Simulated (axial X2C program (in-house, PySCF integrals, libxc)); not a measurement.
**Excited states of TeH⁻ by EOM-EE-CCSD**

Calculated with an axial X2C code built on PySCF integrals: two-component X2C with atomic mean-field Coulomb and Gaunt terms, Gaussian nuclei, basis Te dyall-acv3z, H dyall-av3z with contracted cores.

R = 1.671 Å (near the PBE0 minimum at charge -1 of the determinant lowest at the starting distance; the state shown can have its own minimum elsewhere).

Hartree–Fock spinors of TeH⁻ (one of each Kramers pair; a window near the gap, which can cut inner shells):

```tsv
ω	occupied	ε (eV)	character
1/2	yes	-14.94	62% Te s, 24% H s, 10% H p
1/2	yes	-6.43	52% Te p, 31% H s, 10% Te s
1/2	yes	-2.62	84% Te p, 10% H p, 5% H d
3/2	yes	-2.04	85% Te p, 11% H p, 4% H d
1/2	no	3.64	96% H s, 2% H p
1/2	no	4.72	95% Te p, 4% Te s
1/2	no	5.05	99% Te p
3/2	no	5.10	99% Te p
1/2	no	6.48	85% Te s, 8% Te d, 3% Te p
1/2	no	7.80	34% Te d, 29% H p, 17% Te p
```

Vertical excitation energies from the closed-shell determinant state of TeH⁻:

```json
{"Ω": "2", "excitation (eV)": "2.468", "cm⁻¹": "19903", "hole of the leading pair": "85% Te pπ, 11% H pπ", "particle of the leading pair": "75% H sσ, 12% Te sσ, 8% H pσ", "weight of the pair (for Ω = 0 its time-reversed partner can hold as much again)": "0.95", "singles weight": "0.95"}
{"Ω": "1", "excitation (eV)": "2.514", "cm⁻¹": "20278", "hole of the leading pair": "85% Te pπ, 11% H pπ", "particle of the leading pair": "77% H sσ, 10% Te sσ, 7% H pσ", "weight of the pair (for Ω = 0 its time-reversed partner can hold as much again)": "0.93", "singles weight": "0.94"}
{"Ω": "0⁻", "excitation (eV)": "2.928", "cm⁻¹": "23612", "hole of the leading pair": "84% Te pπ, 10% H pπ", "particle of the leading pair": "74% H sσ, 12% Te sσ, 8% H pσ", "weight of the pair (for Ω = 0 its time-reversed partner can hold as much again)": "0.47", "singles weight": "0.94"}
{"Ω": "0⁺", "excitation (eV)": "2.932", "cm⁻¹": "23650", "hole of the leading pair": "84% Te pπ, 10% H pπ", "particle of the leading pair": "74% H sσ, 12% Te sσ, 8% H pσ", "weight of the pair (for Ω = 0 its time-reversed partner can hold as much again)": "0.47", "singles weight": "0.94"}
{"Ω": "1", "excitation (eV)": "2.980", "cm⁻¹": "24038", "hole of the leading pair": "84% Te pπ, 10% H pπ", "particle of the leading pair": "77% H sσ, 10% Te sσ, 7% H pσ", "weight of the pair (for Ω = 0 its time-reversed partner can hold as much again)": "0.92", "singles weight": "0.94"}
{"Ω": "2", "excitation (eV)": "3.352", "cm⁻¹": "27037", "hole of the leading pair": "85% Te pπ, 11% H pπ", "particle of the leading pair": "82% Te pσ, 9% H sσ", "weight of the pair (for Ω = 0 its time-reversed partner can hold as much again)": "0.94", "singles weight": "0.95"}
{"Ω": "1", "excitation (eV)": "3.371", "cm⁻¹": "27187", "hole of the leading pair": "85% Te pπ, 11% H pπ", "particle of the leading pair": "84% Te pσ, 8% H sσ", "weight of the pair (for Ω = 0 its time-reversed partner can hold as much again)": "0.94", "singles weight": "0.94"}
{"Ω": "1", "excitation (eV)": "3.518", "cm⁻¹": "28378", "hole of the leading pair": "85% Te pπ, 11% H pπ", "particle of the leading pair": "98% Te pπ", "weight of the pair (for Ω = 0 its time-reversed partner can hold as much again)": "0.89", "singles weight": "0.95"}
{"Ω": "0⁻", "excitation (eV)": "3.538", "cm⁻¹": "28539", "hole of the leading pair": "85% Te pπ, 11% H pπ", "particle of the leading pair": "98% Te pπ", "weight of the pair (for Ω = 0 its time-reversed partner can hold as much again)": "0.44", "singles weight": "0.96"}
{"Ω": "3", "excitation (eV)": "3.589", "cm⁻¹": "28944", "hole of the leading pair": "85% Te pπ, 11% H pπ", "particle of the leading pair": "98% Te pπ", "weight of the pair (for Ω = 0 its time-reversed partner can hold as much again)": "0.95", "singles weight": "0.95"}
{"Ω": "2", "excitation (eV)": "3.596", "cm⁻¹": "29006", "hole of the leading pair": "85% Te pπ, 11% H pπ", "particle of the leading pair": "97% Te pπ", "weight of the pair (for Ω = 0 its time-reversed partner can hold as much again)": "0.94", "singles weight": "0.95"}
```

This point took 50 s on 1 thread of Arm Neoverse V2 (shared host).

Reference electrons by ω block (each with its −ω partner): 1/2: 17, 3/2: 8, 5/2: 2. 18 electrons of TeH⁻ correlated (inner shells frozen), 84 natural virtual spinors (a truncated set); levels can be off by some tenths of an eV. Roots sought by Ω: (0: 5, 1: 4, 2: 3, 3: 1); the list ends where they run out and leaves out roots under 60 % singles weight. The solver can skip a root, and states that need a further excitation, which the method places far too high, are missing though they may lie low or lowest. T1 of the reference 0.009 (Lee–Taylor). The highest Hartree–Fock level of the anion lies at -2.04 eV; relaxation, partly offset by correlation, puts the detachment threshold some tenths of an eV to over one eV lower in magnitude, and states above it are held by the basis set and are not bound; that holds for every row here. Number of frozen shells: Te 4 s, 3 p, 1 d; H none.
